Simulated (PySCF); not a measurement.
Trends in electronic spectra. Computed, not measured: TDDFT B3LYP/def2-SVPD, vertical, gas phase, core orbitals frozen in the response in PySCF 2.14.0, density-fitted response routines. Geometries: PBE0-D3(BJ)/def2-SVP; one conformer of each isolated species. Triplets are in the Tamm–Dancoff approximation. Atoms past krypton carry core potentials; spin–orbit coupling is left out.

Task: Rank by computed LUMO energy, highest first.
A. `CNC1=C[N+]([O-])=CC=C1`
B. `[NH2][Y]([NH2])[NH2]`
C. `[H][Ge]([H])([CH3])[CH2]CCC`
D. `C(/C=N/[H])OC=O`
E. `CC(=O)[NH][GeH]1[O]CC[O]1`
F. `N#Cc1ccc(C#N)c(C#N)c1`

Result: C (0.27 eV), E (-0.36 eV), D (-1.06 eV), A (-1.23 eV), B (-1.49 eV), F (-3.59 eV).

```csv
SMILES,LUMO (eV),gap (eV),T1 (eV),S1 (eV),HOMO (eV),S1 mainly
[H][Ge]([H])([CH3])[CH2]CCC,0.27,8.04,7.03,7.16,-7.77,H→L (98%)
CC(=O)[NH][GeH]1[O]CC[O]1,-0.36,7.19,5.16,5.59,-7.55,H-1→L (87%)
[H]/N=C/COC=O,-1.06,6.78,4.38,5.22,-7.85,H→L (97%)
CNc1ccc[n+]([O-])c1,-1.23,4.58,–,4.10,-5.81,H→L (48%)
[NH2][Y]([NH2])[NH2],-1.49,4.68,3.58,3.76,-6.16,H→L (99%)
N#Cc1ccc(C#N)c(C#N)c1,-3.59,4.98,3.23,4.51,-8.57,H-1→L (63%)
```

H and L stand for HOMO and LUMO; a dash means that no computed state gives the value.

- `[H][Ge]([H])([CH3])[CH2]CCC`: Löwdin shares by element: HOMO carbon 50% or more, germanium 20% (atoms not listed hold the other 30%); LUMO germanium 31%, carbon 20% or more, hydrogen 5% or more (atoms not listed hold the other 43%).
- `CC(=O)[NH][GeH]1[O]CC[O]1`: Löwdin shares by element: HOMO (one of a set within 0.03 eV) oxygen 60% or more, carbon 21% or more (atoms not listed hold the other 19%); LUMO carbon 32% or more, oxygen 23% or more, nitrogen 10%, germanium 9% (atoms not listed hold the other 27%).
- `[H]/N=C/COC=O`: Löwdin shares by element: HOMO nitrogen 56%, carbon 16% or more, hydrogen 14% or more; LUMO carbon 43% or more, nitrogen 36%, hydrogen 5% or more (atoms not listed hold the other 16%).
- `CNc1ccc[n+]([O-])c1`: Löwdin shares by element: HOMO carbon 34% or more, oxygen 30%, nitrogen 10% or more (atoms not listed hold the other 26%); LUMO carbon 28% or more, nitrogen 22% or more, oxygen 16% (atoms not listed hold the other 33%).
- `[NH2][Y]([NH2])[NH2]`: for S1 the Löwdin share of yttrium is 11% in HOMO and 87% in LUMO (ligand-to-metal charge transfer by this measure).
- `N#Cc1ccc(C#N)c(C#N)c1`: Löwdin shares by element: HOMO carbon 27% or more, nitrogen 24% or more (atoms not listed hold the other 49%); LUMO carbon 52% or more (atoms not listed hold the other 48%).
